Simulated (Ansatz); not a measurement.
Molecule: C4H3O2 (charge 0, doublet). It need not be the lowest isomer of its formula. 
Coordinates optimised at B3LYP-D3(BJ)/def2-TZVP (Ansatz, an electronic-structure program):
```
C
O 1 1.3347
H 2 0.9666 1 109.61
C 1 1.3599 2 131.29 3 163.52
O 1 1.3672 2 117.36 3 -24.09
C 5 1.3608 1 105.80 2 -170.31
C 6 1.3587 5 111.26 1 -7.23
H 7 1.0755 6 127.02 5 -174.39
H 4 1.0760 1 126.17 2 -4.30
```
Charge 0, spin multiplicity 2.

Total electronic energies in hartree. Correlated levels leave the core frozen unless marked. Open shells are spin-unrestricted. Spin-orbit coupling is left out. Non-relativistic. CBS marks a two-point X^-3 extrapolation of the correlation energy; Hartree-Fock from the larger set.

The UHF reference is spin-contaminated (<S^2> 0.36 over the pure value in the largest basis). 

```tsv
level	program	energy (Eh)
HF/6-31G*	Ansatz	-302.82406
BLYP-D3(BJ)/def2-TZVPD	Ansatz + dftd3	-304.61024
revPBE-D3(BJ)/def2-TZVPD	Ansatz + dftd3	-304.60666
revPBE-D4/def2-TZVPD	Ansatz + dftd4	-304.61400
r2SCAN-D3(BJ)/def2-TZVPD	Ansatz + dftd3	-304.51600
B3LYP-D4/def2-TZVPD	Ansatz + dftd4	-304.68070
r2SCANh/def2-TZVPD	Ansatz	-304.49523
r2SCAN0-D4/def2-TZVPD	Ansatz + dftd4	-304.47037
r2SCAN0/def2-TZVPD	Ansatz	-304.46840
LC-wPBE-D4/def2-TZVPD	Ansatz + dftd4	-304.47288
B2GP-PLYP/def2-TZVPD	Ansatz	-304.37542
B2PLYP-D3(BJ)/def2-TZVPD	Ansatz + dftd3	-304.44220
B2PLYP-D4/def2-TZVPD	Ansatz + dftd4	-304.44180
RPA@PBE/cc-pVTZ	Ansatz	-304.51847
MP2/STO-3G	Ansatz	-299.19292
MP2/6-31G*	Ansatz	-303.63238
MP2/cc-pVTZ	Ansatz	-303.97528
MP2/cc-pwCVTZ	Ansatz	-303.99606
RI-MP2/cc-pVQZ	Ansatz	-304.07052
SCS-MP2/6-31G*	Ansatz	-303.59951
CCSD/cc-pVQZ	Ansatz	-304.09340
CCSD(T) with core electrons/cc-pwCVTZ	Ansatz	-304.37973
CCSD(T)/CBS(cc-pVTZ,cc-pVQZ)	Ansatz	-304.2019
```

Totals of different functionals don't rank their quality; only differences between species are comparable.
